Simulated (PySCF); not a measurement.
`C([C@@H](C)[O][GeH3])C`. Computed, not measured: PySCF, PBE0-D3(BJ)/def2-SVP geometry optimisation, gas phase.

```
atom  x, y, z in Å
C1    -2.0468    0.4042    0.7708
C2    -1.4997   -0.2376   -0.4917
C3     0.0122   -0.4174   -0.4701
C4     0.5268   -1.1022   -1.7260
O5     0.5934    0.8616   -0.3151
Ge6    2.2389    1.0609    0.3404
H7    -3.1395    0.5242    0.7216
H8    -1.8176   -0.2049    1.6605
H9    -1.5979    1.3966    0.9200
H10   -1.9649   -1.2241   -0.6574
H11   -1.7509    0.3819   -1.3703
H12    0.2654   -1.0521    0.4078
H13    0.0640   -2.0924   -1.8553
H14    1.6182   -1.2437   -1.6874
H15    0.2956   -0.4891   -2.6108
H16    2.3396    2.5510    0.6875
H17    2.3744    0.1590    1.5857
H18    3.2989    0.6696   -0.7098
```

(1) What is the longest distance between nuclei?

(2) Work out the bond lengths C1–C2, C1–H8, C2–H10, C3–O5, C3–H12, O5–Ge6, Ge6–H16 in Å.

(3) Give the dihedral angles H9–C1–C2–H10, C2–C3–C4–H15, H11–C2–C3–C4, H11–C2–C3–O5, H8–C1–C2–H11, H10–C2–C3–O5.

(4) What are the angles C2–C1–H8, C3–C2–H10, C1–C2–C3, C2–C3–O5, C3–C4–H13, O5–Ge6–H17?

(5) What is the repulsion energy of the bare nuclei, Σ ZA·ZB/RAB?

(6) How far apart are these pairs, which share no bond: C2···O5, C2···H14, C3···H16, C4···H18, O5···H7, O5···H12?

(7) Where is the centre of mass (commonest isotopes), and what is the radius of gyration?

(8) How far are the heavy atoms from their best plane (unweighted least squares)?

(9) Write the matrix of distances between heavy atoms (Å, lower triangle).

Results:

(1) H7···H18, 6.60 Å; the next longest distance is 5.88 Å.

(2) For C1–C2 the difference vector is (0.5471, -0.6418, -1.2625) Å, of length 1.5183 Å. C1–C2 1.518; C1–H8 1.102; C2–H10 1.103; C3–O5 1.413; C3–H12 1.113; O5–Ge6 1.782; Ge6–H16 1.533 Å.

(3) H9–C1–C2–H10 -179° (antiperiplanar); C2–C3–C4–H15 62° (synclinal); H11–C2–C3–C4 -60° (synclinal); H11–C2–C3–O5 63° (synclinal); H8–C1–C2–H11 179° (antiperiplanar); H10–C2–C3–O5 178° (antiperiplanar). Dihedral signs follow IUPAC: positive where, seen along the central bond, the front bond turns clockwise onto the rear one.

(4) From the scalar product of the two bond vectors; for C2–C1–H8 it is -0.6069 Å² over 1.5183 × 1.1023 Å², cos θ = -0.3626. C2–C1–H8 111.3°; C3–C2–H10 108.4°; C1–C2–C3 113.3°; C2–C3–O5 107.6°; C3–C4–H13 111.1°; O5–Ge6–H17 108.2°.

(5) 462.33 Eh over 153 pairs, with full nuclear charges and distances in bohr; the largest single term is 76.00 Eh (O5 with Ge6).

(6) C2···O5 2.371 Å (2 bonds apart); C2···H14 3.488 Å (3 bonds apart); C3···H16 3.946 Å (3 bonds apart); C4···H18 3.443 Å (4 bonds apart); O5···H7 3.889 Å (4 bonds apart); O5···H12 2.072 Å (2 bonds apart).

(7) Mass 150.010 u; centre at (0.926, 0.502, -0.039) Å; Rg = √(Σ m r²/M) = 1.919 Å. As Ia + Ib + Ic = 2 Σ m r², the three principal moments sum to 1105.1 u·Å².

(8) 0.235 Å rms; C1 0.14, C2 0.15, C3 0.27, C4 0.01, O5 0.44, Ge6 0.16 Å (magnitudes).

(9) 
```
C1    0.000
C2    1.518  0.000
C3    2.541  1.523  0.000
C4    3.889  2.525  1.520  0.000
O5    2.891  2.371  1.413  2.419  0.000
Ge6   4.357  4.044  2.793  3.447  1.782  0.000
```

No frequency check. One conformer, not necessarily the lowest.
